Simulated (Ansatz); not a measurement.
Stepwise reaction of `[SiH3]S[SiH](Cl)Cl` with hydrogen chloride, as a gas-phase model of exchange steps in deposition or etching. ΔE in kJ/mol.

Isolated molecules relaxed with PBE0-D4/def2-TZVP in Ansatz; ΔE leaves out vibrations. CCSD(T)/CBS is the MP2 limit (def2-TZVPP, def2-QZVPP) plus CCSD(T) − MP2 in def2-TZVPP, frozen cores. This one scheme is used for every species. DFT in def2-TZVPP. B3LYP here is the variant with VWN-RPA as its local correlation; programs differ in this. One conformer a species, not always the lowest.

| step | reaction | PBE-D4 | B3LYP-D4 | ωB97M-V | CCSD(T)/CBS |
| --- | --- | --- | --- | --- | --- |
| 1 | `[SiH3]S[SiH](Cl)Cl` + HCl → `Cl[SiH2]S[SiH](Cl)Cl` + H₂ | -77.4 | -76.8 | -76.5 | -76.1 |
| 2 | `Cl[SiH2]S[SiH](Cl)Cl` + HCl → `Cl[SiH2]S[Si](Cl)(Cl)Cl` + H₂ | -76.2 | -74.3 | -75.8 | -73.7 |

By hand: ΔE of the 2 steps together at CCSD(T)/CBS.

(-76.1) + (-73.7) = -149.8 kJ/mol, or -74.9 kJ/mol a step.

In ΔE the steps differ by no more than 2.4 kJ/mol. All are downhill at CCSD(T)/CBS. PBE-D4 differs from CCSD(T)/CBS by -2.5 to -1.3 kJ/mol a step. Only this route is followed, and other bonds may react first. Isolated molecules leave out the surface, adducts and barriers. Largest T1 diagnostic: 0.010.
